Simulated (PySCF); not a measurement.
# Calculated NMR data

PySCF calculation with structure optimised with GFN2-xTB, J couplings at B3LYP/pcJ-1 (spin–dipole term left out of most H,H and C,H couplings) and shieldings: GIAO PBE0/pcSseg-1; averaged over atoms made equivalent by symmetry, fast rotation or ring inversion, isolated molecule, relativity neglected, a single conformation.

Chemical shifts δ = σref − σ; 1H (σ = 31.72 ppm) and 13C (σ = 186.93 ppm) against TMS, all at this level. Multiplet labels drop J under 1 Hz and among equivalent protons, and merge close values. Unscaled 3J(H,H) run several per cent high. Where no couplings were computed, multiplicities follow the n + 1 count of equivalent neighbours, and m marks all less simple cases (inequivalent or close neighbours, rings, F or P nearby). Shifts are as computed. Against solution values, carbons near 30 ppm lie about +3 ppm off and those near 130 ppm about +5 ppm; carbons on Cl a further +6 ppm. Of 1211 compounds with measured shifts, 218 miss one by over three times the rms of a fit or turn the order of signals round; such compounds aren't used in these exercises. Carbons bonded to Cl come out too deshielded. OH and NH positions are gas-phase values without hydrogen bonding to other molecules.

**1.** SMILES CO[C@@H]1O[SiH2]OC[C@H]1Cl, C$_{4}$H$_{9}$ClO$_{3}$Si. 1H NMR (600 MHz, computed): δ 5.07 (m, 1H), 5.04 (m, 1H), 5.04 (m, 1H), 5.00 (m, 1H), 4.18 (m, 1H), 3.78 (s, 3H), 3.68 (m, 1H). 13C{1H} NMR (computed): δ 101.5, 66.5, 64.2, 57.4.

**2.** N-ethylmethylamine, C$_{3}$H$_{9}$N. 1H NMR (600 MHz, computed): δ 2.63 (s, 3H), 2.59 (q, J = 7.4 Hz, 2H), 1.18 (t, J = 7.4 Hz, 3H), -0.46 (br s, 1H). 13C{1H} NMR (computed): δ 51.6 (CH2), 40.3 (CH3), 18.3 (CH3).

**3.** `C=C(/C=C/C)N(C)C`, C$_{7}$H$_{13}$N. 1H NMR (600 MHz, computed): δ 6.14 (m, 1H), 6.09 (m, 1H), 4.31 (br s, 1H), 4.07 (br s, 1H), 2.63 (s, 6H), 1.96 (d, 3H). 13C{1H} NMR (computed): δ 161.2, 137.6, 137.5, 95.5, 42.8, 22.2.
